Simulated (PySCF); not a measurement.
Te(OMe)(GeH3) (CH₆GeOTe), SMILES [Te]([GeH3])OC. Geometry: PBE0-D3(BJ)/def2-SVP. The structure was generated by enumeration, and PubChem lists no compound with its InChIKey, so it may never have been made. The def2 effective core potentials stand for the cores of Te; spin–orbit coupling is left out. The values are those of a single conformer.

Task: Give the equilibrium geometry at PBE0-D3(BJ)/def2-SVP (PySCF confirms it by a frequency run) as a Z-matrix. (An estimate is asked for; the answer gives what the named calculation found.)

Result: One answer among several that fit: 
```
O
C 1 1.4018
H 2 1.1029 1 106.60
H 2 1.1059 3 108.07 1 -121.87
H 2 1.1068 3 107.96 4 -116.43
Te 1 2.0169 2 116.35 3 -179.32
Ge 6 2.5648 1 92.54 2 -89.29
H 7 1.5368 6 110.22 1 -65.84
H 7 1.5381 8 109.87 6 -120.28
H 7 1.5396 8 110.43 9 -121.76
```
